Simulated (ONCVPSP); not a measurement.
**K (Z = 19), ONCV: configuration errors across variants**

- Element: potassium
- Generator: ONCVPSP 4.0.1
- Type: optimised norm-conserving Vanderbilt (ONCV)
- Functional: PBE
- Relativity: scalar-relativistic
- Frozen core: [Ne]
- Valence charge: 9
- Reference configuration: 3s2 3p6 4s1
- Partial waves: 3s+4s: rc 2.25 bohr, ncon 4, nbas 8, qcut 5 1/bohr, 2 projectors; 3p: rc 1.30 bohr, ncon 4, nbas 8, qcut 6.8 1/bohr, 2 projectors, debl 1.5 Ha; d scattering state at 0.28 Ha: rc 2.10 bohr, ncon 4, nbas 8, qcut 5 1/bohr, 2 projectors, debl 3 Ha
- Local potential: polynomial inside 0.80 bohr (lpopt 5, dvloc0 -1 Ha)
- Core correction: Teter function, fcfact 4.5, rcfact 1.65

All-electron excitation energies from the reference (eV): (1) 3s2 3p6 4s0 4.314; (2) 3s2 3p6 4s0.5 1.641; (3) 3s2 3p6 4s0 4p1 1.553; (4) 3s1 3p6 4s1 41.994.

Errors AE − PS in meV (a dash: test not solved or not reliable):

| change | (1) | (2) | (3) | (4) | bound ghosts | GHOST(+) flags above zero |
| --- | --- | --- | --- | --- | --- | --- |
| base | -0.3 | -0.1 | -0.1 | -220 | none | s |
| p: qcut 4.1 | -0.3 | -0.1 | -0.2 | -221 | none | s |
| p: qcut 4.8 | -0.3 | -0.1 | -0.1 | -219 | none | s |
| p: qcut 6 | -0.3 | -0.1 | -0.1 | -219 | none | s |
| p: qcut 6.6 | -0.3 | -0.1 | -0.1 | -220 | none | s |
| p: qcut 7.6 | -0.3 | -0.1 | -0.2 | -222 | none | s |
| p: qcut 8.4 | -0.3 | -0.1 | -0.2 | -223 | none | s |
| p: qcut 9.4 | -0.3 | -0.1 | -0.2 | -225 | none | s |

**Question.** Give the same row for: p: qcut 10.2.

**Answer.** -0.3, -0.1, -0.2, -226; bound ghosts: none; GHOST(+) flags above zero: s.
